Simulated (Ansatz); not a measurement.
Cost and result for the atomization energy of C3H8O3Si (`CO[SiH2]OC(C)=O`) (15 atoms, 14 bonds).

| atom | x (Å) | y (Å) | z (Å) |
| --- | --- | --- | --- |
| C1 | -2.061 | 1.756 | 1.706 |
| O2 | -1.164 | 0.744 | 1.312 |
| Si3 | -0.436 | 0.723 | -0.149 |
| O4 | 0.488 | -0.680 | -0.028 |
| C5 | 1.226 | -0.981 | -1.103 |
| C6 | 2.021 | -2.233 | -0.937 |
| O7 | 1.217 | -0.282 | -2.086 |
| H8 | -2.940 | 1.793 | 1.052 |
| H9 | -2.397 | 1.536 | 2.721 |
| H10 | -1.583 | 2.742 | 1.706 |
| H11 | -1.436 | 0.600 | -1.233 |
| H12 | 0.433 | 1.910 | -0.319 |
| H13 | 2.683 | -2.134 | -0.074 |
| H14 | 1.349 | -3.068 | -0.732 |
| H15 | 2.601 | -2.428 | -1.836 |

The species carries charge 0 and has multiplicity 1. Geometry: relaxed with PBE0-D4/def2-TZVP. It is one conformer, not always the lowest. Program: Ansatz. All runs use 2 threads of an AMD EPYC 7R13 on a shared host and a share of an NVIDIA H100 80 GB. Times are those of one run each, without the atoms' runs, and a repeat can differ threefold. Electronic energies, without spin–orbit coupling; frozen cores. CCSD(T)/CBS adds CCSD(T) − MP2 in def2-TZVPP to the MP2 limit, and its time is that of the two runs behind it. T1 = 0.014. B3LYP takes the VWN-RPA correlation (the form of Gaussian; ORCA's B3LYP/G).

CCSD(T)/CBS is a level of theory with its own doubt, some kJ/mol a heavy atom from the limit and from the frozen cores, so smaller differences don't rank the functionals.

```json
{"level": "PBE0-D4/def2-TZVPP", "functions": "340", "wall time": "2.6 s", "atomization (kcal/mol)": "1453.3", "difference from CCSD(T)/CBS": "-2.7", "per bond": "-0.2"}
{"level": "B3LYP-D4/def2-TZVPP (with forces)", "functions": "340", "wall time": "2.7 s", "atomization (kcal/mol)": "1452.7", "difference from CCSD(T)/CBS": "-3.3", "per bond": "-0.2"}
{"level": "PBE-D4/def2-TZVPP (with forces)", "functions": "340", "wall time": "2.9 s", "atomization (kcal/mol)": "1485.7", "difference from CCSD(T)/CBS": "29.7", "per bond": "2.1"}
{"level": "B2PLYP/def2-TZVPP", "functions": "340", "wall time": "3.3 s", "atomization (kcal/mol)": "1440.6", "difference from CCSD(T)/CBS": "-15.4", "per bond": "-1.1"}
{"level": "r2SCAN-D4/def2-TZVPP (with forces)", "functions": "340", "wall time": "4 s", "atomization (kcal/mol)": "1460.0", "difference from CCSD(T)/CBS": "4.0", "per bond": "0.3"}
{"level": "ωB97X-V/def2-TZVPP", "functions": "340", "wall time": "6 s", "atomization (kcal/mol)": "1459.2", "difference from CCSD(T)/CBS": "3.2", "per bond": "0.2"}
{"level": "ωB97M-V/def2-TZVPP (with forces)", "functions": "340", "wall time": "6 s", "atomization (kcal/mol)": "1459.5", "difference from CCSD(T)/CBS": "3.5", "per bond": "0.3"}
{"level": "MP2/def2-QZVPP", "functions": "652", "wall time": "6 s", "atomization (kcal/mol)": "1472.5", "difference from CCSD(T)/CBS": "16.5", "per bond": "1.2"}
{"level": "CCSD(T)/def2-TZVPP", "functions": "340", "wall time": "17 s", "atomization (kcal/mol)": "1417.6", "difference from CCSD(T)/CBS": "-38.4", "per bond": "-2.7"}
{"level": "CCSD(T)/CBS(def2)", "functions": "–", "wall time": "23 s", "atomization (kcal/mol)": "1456.0", "difference from CCSD(T)/CBS": "0.0", "per bond": "0.0"}
```

In def2-TZVPP, CCSD(T) changes the Hartree–Fock value by +367.8 kcal/mol (the triples alone add +22.9 kcal/mol) and MP2 by +399.7 kcal/mol; breaking electron pairs costs correlation energy, which Hartree–Fock lacks. From PBE to PBE0 (25 % exact exchange), in def2-TZVPP and without D4, the atomization energy moves by −31.3 kcal/mol: exact exchange takes away binding that semilocal exchange gives to molecules. The D4 term adds +11.4 kcal/mol with B3LYP and +6.0 kcal/mol with PBE0; it sums over pairs of atoms, weighted by their polarisabilities, and B3LYP, whose exchange is more repulsive, gets the larger term.
